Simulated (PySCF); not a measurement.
## Oscillator strengths, rates and cross-sections

(NaH)4 ring, Na₄H₄.
Cartesian coordinates in Å at the PBE0-D3(BJ)/def2-SVP level; atoms count from 1:
```xyz
8
Na4H4 angstrom
Na    -1.2346   -2.2268   -0.2924
H     -2.5970   -0.7648    0.0913
Na    -2.2284    1.2101    0.4119
H     -0.7554    2.6036    0.5387
Na     1.2344    2.2265    0.2938
H      2.5972    0.7642   -0.0894
Na     2.2285   -1.2098   -0.4133
H      0.7553   -2.6030   -0.5408
```

Theory: PySCF, TDDFT B3LYP/def2-SVPD, vertical, gas phase, core orbitals frozen in the response.

Computed singlets with f of 0.002 or more:

```tsv
state	ν̃ (cm⁻¹)	f
S4	37490	0.048
S5	37600	0.050
S8	39090	0.224
S9	39110	0.230
```

Q: Give A, τ, |μ| and ∫σ dE for each state.

A: Relations used (vacuum, state to state): A = 0.6670 f ν̃² s⁻¹ (ν̃ in cm⁻¹); τ = 1/A; f = (2/3) ΔE |μ|² in atomic units; ∫σ dE = 109.76 f Mb·eV.

```csv
state,A (s⁻¹),τ,|μ| (D),∫σ dE (Mb·eV)
S4,4.5×10⁷,22 ns,1.64,5.2
S5,4.7×10⁷,21 ns,1.68,5.5
S8,2.3×10⁸,4.4 ns,3.49,25
S9,2.3×10⁸,4.3 ns,3.54,25
```

States that coincide in energy are taken one by one. Only emission to the ground state at the vertical energy is counted.

Q: Suppose S4 emitted 0.3 eV lower with the same transition dipole. How would A change?

A: At fixed |μ|, A goes as the cube of the energy: (4.35/4.65)³ = 0.82, which makes τ about 27 ns.

Q: Which computed singlets stay under f = 0.002?

A: S1 (4.20 eV, f 0.0000), S2 (4.25 eV, f 0.0000), S3 (4.54 eV, f 0.0000), S6 (4.74 eV, f 0.0000) and S7 (4.74 eV, f 0.0000).

Q: What is the integrated cross-section of all computed states together?

A: Σf = 0.552 over S1 to S9, so 109.76 × Σf ≈ 60.6 Mb·eV.

The vertical ionisation energy (ΔSCF) is 7.01 eV, 2.16 eV above S9.

Time: 15 s wall. Hardware: x86-64 server, one thread (shared host).
